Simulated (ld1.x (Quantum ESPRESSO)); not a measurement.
# An all-electron radial function and its pseudo partner (helium (He))

Columns: radius, all-electron u(r) and pseudo u(r) of the 1s shell (level -39.13 eV) of helium in the configuration 1s1; PBE, non-relativistic, TM scheme, ld1.x (Quantum ESPRESSO) 7.5.

| r (bohr) | all-electron | pseudo |
| --- | --- | --- |
| 0.023 | 0.1218 | 0.1040 |
| 0.045 | 0.2279 | 0.2020 |
| 0.068 | 0.3286 | 0.3013 |
| 0.090 | 0.4160 | 0.3920 |
| 0.113 | 0.4985 | 0.4809 |
| 0.135 | 0.5696 | 0.5593 |
| 0.158 | 0.6364 | 0.6333 |
| 0.180 | 0.6935 | 0.6962 |
| 0.202 | 0.7444 | 0.7512 |
| 0.225 | 0.7916 | 0.8006 |
| 0.248 | 0.8331 | 0.8423 |
| 0.270 | 0.8677 | 0.8759 |
| 0.293 | 0.8992 | 0.9054 |
| 0.315 | 0.9250 | 0.9292 |
| 0.338 | 0.9479 | 0.9503 |
| 0.360 | 0.9662 | 0.9673 |
| 0.383 | 0.9819 | 0.9822 |
| 0.405 | 0.9938 | 0.9939 |
| 0.428 | 1.0033 | 1.0034 |
| 0.450 | 1.0099 | 1.0099 |
| 0.473 | 1.0142 | 1.0142 |
| 0.495 | 1.0163 | 1.0163 |
| 0.518 | 1.0163 | 1.0163 |
| 0.540 | 1.0145 | 1.0145 |
| 0.563 | 1.0109 | 1.0109 |
| 0.585 | 1.0060 | 1.0060 |

(1) How many radial nodes do the two functions have?

(2) At about which radius was the pseudo-wave matched?

(3) Where does each function peak?

(4) Is the pseudo-wave norm-conserving?

Answers

(1) The all-electron 1s function has n − l − 1 = 0; the pseudo-wave has 0.

(2) 0.45 bohr. The columns agree to 0.0005 from 0.38 bohr on; several derivatives are matched, so the curves merge somewhat inside the radius.

(3) Outermost all-electron maximum near 0.49 bohr, pseudo maximum near 0.49 bohr (to the table’s step).

(4) Yes: the TM scheme keeps the norm inside the radius equal to the all-electron one, which fixes the energy derivative of the logarithmic derivative at the level.
